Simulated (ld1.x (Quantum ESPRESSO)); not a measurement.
## Ar (Z = 18): variants of one TM semilocal potential

Base potential:

```
Element                 : Ar
Generator               : ld1.x (Quantum ESPRESSO) 7.5
Type                    : norm-conserving Troullier–Martins (semilocal form)
Functional              : LDA (PZ)
Relativity              : non-relativistic
Frozen core             : [Ne]
Valence charge          : 8
Reference configuration : 3s2 3p4 (charge +2)
Partial waves           : 3s (bound): rc 0.90 bohr; 3p (bound): rc 1.00 bohr
Local potential         : the p channel
Core correction         : none
```

All-electron outer shells of the reference configuration (LDA (PZ), non-relativistic, ld1.x):

```json
{"shell": "3s", "level (eV)": "-50.19", "outermost node (bohr)": "0.52", "outermost maximum (bohr)": "1.16"}
{"shell": "3p", "level (eV)": "-35.50", "outermost node (bohr)": "0.49", "outermost maximum (bohr)": "1.23"}
```

Cutoffs, loose and tight: the cutoffs (Ry, on a coarse ladder) from which the occupation-weighted sum of valence levels, in a spherical-Bessel basis at the reference potential, stays within 10 and 1 mRy of its value at 400 Ry. They do not see the model core or the augmentation charge, which bear on the density cutoff. Test errors are all-electron minus pseudo excitation energies from the reference, over the configurations 3s2 3p6; 3s2 3p5; 3s2 3p3; 3s2 3p5.5; 3s2 3p2; 3s1 3p6 (two spin-polarised tests are not counted in the largest error). A dash means not determined; rows that change the core or the reference have their own tests.

Cutoffs are not given where the Bessel-basis levels miss the radial ones by over 6 mRy, ghosts where they miss by over 20 mRy; a channel whose overlap is not positive is not tested.

A semilocal file is local in each channel, so a ghost entry of none says nothing of the separable form that plane-wave codes build from it.

| change | outcome | cutoff, loose | cutoff, tight | bound ghosts | largest test error (meV) |
| --- | --- | --- | --- | --- | --- |
| base | generated | 180 Ry | 300 Ry | none | +164 |
| wave 3p (bound): rc 1.00 bohr becomes 3p (bound): rc 0.66 bohr | generated | – | – | not determined | +474 |
| wave 3p (bound): rc 1.00 bohr becomes 3p (bound): rc 0.96 bohr | generated | 180 Ry | 300 Ry | none | +162 |
| wave 3p (bound): rc 1.00 bohr becomes 3p (bound): rc 1.04 bohr | generated | 160 Ry | 300 Ry | none | +165 |
| wave 3p (bound): rc 1.00 bohr becomes 3p (bound): rc 1.16 bohr | generated | 160 Ry | 300 Ry | none | +169 |
| wave 3p (bound): rc 1.00 bohr becomes 3p (bound): rc 1.30 bohr | generated | 160 Ry | 300 Ry | none | +171 |
| wave 3p (bound): rc 1.00 bohr becomes 3p (bound): rc 1.38 bohr | generated | 160 Ry | 300 Ry | none | +170 |
| wave 3p (bound): rc 1.00 bohr becomes 3p (bound): rc 1.48 bohr | generated | 160 Ry | 300 Ry | none | +169 |

**Question.** What comes out with this change to the base: wave 3p (bound): rc 1.00 bohr becomes 3p (bound): rc 0.74 bohr?

**Answer.** outcome: generated; bound ghosts: none; largest test error (meV): +202.

**Question.** What comes out with this change to the base: wave 3p (bound): rc 1.00 bohr becomes 3p (bound): rc 0.88 bohr?

**Answer.** outcome: generated; cutoff, loose: 180 Ry; cutoff, tight: over 300 Ry; bound ghosts: none; largest test error (meV): +161.

Reading the sweep of the p radius (base included, trends over the rows without a ghost): The loose cutoff stays near 160 Ry. The median size of the test errors (rows with all tests solved) is not monotonic: lowest 29.9 meV at 1.3 bohr, highest 49.8 meV at 0.74 bohr.
